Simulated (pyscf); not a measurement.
## `[OH][Si]([OH])([OH])[OH]`, singlet

Gas-phase minimum from PySCF at ωB97X-D3(BJ)/def2-SVP, one conformer. 

```
Si
O 1 1.6513
H 2 0.9627 1 115.37
O 1 1.6513 2 106.31 3 157.32
H 4 0.9626 1 115.40 2 -33.25
O 1 1.6513 2 106.28 3 33.14
H 6 0.9627 1 115.38 2 -157.42
O 1 1.6514 2 116.03 3 -84.77
H 8 0.9627 1 115.38 2 -84.84
```
Charge 0, spin multiplicity 1.

Properties at ωB97X-D3(BJ)/def2-SVP:

```yaml
harmonic_wavenumbers_unscaled: 193, 197, 271, 272, 286, 352, 365, 365, 413, 777, 815, 827, 833, 833, 948, 1012, 1012, 3938, 3938, 3938, 3942 cm⁻¹
zero_point_energy: 36.5 kcal/mol
rotational_symmetry_number: 2
Entropy of this conformer at 298 K and 1 atm, rigid rotor and harmonic oscillator, modes under 100 cm⁻¹ raised to 100: 330.1 J/(mol K)
dipole_moment: 0.01 D
```

Single-point totals, which compare only within one level:

```json
[
 {"level": "ωB97X-D3(BJ)/def2-TZVP", "total energy (hartree)": "-593.23266"},
 {"level": "PBE/def2-TZVP", "total energy (hartree)": "-592.69475"},
 {"level": "r²SCAN/def2-TZVP", "total energy (hartree)": "-592.99802"},
 {"level": "B3LYP-D3(BJ)/def2-TZVP", "total energy (hartree)": "-593.19633"},
 {"level": "PBE0-D3(BJ)/def2-TZVP", "total energy (hartree)": "-592.72740"},
 {"level": "M06-2X/def2-TZVP", "total energy (hartree)": "-593.04328"},
 {"level": "ωB97M-D3(BJ)/def2-TZVP", "total energy (hartree)": "-593.27666"}
]
```

Soft torsions are taken as harmonic, which can shift the entropy by several J/(mol K).
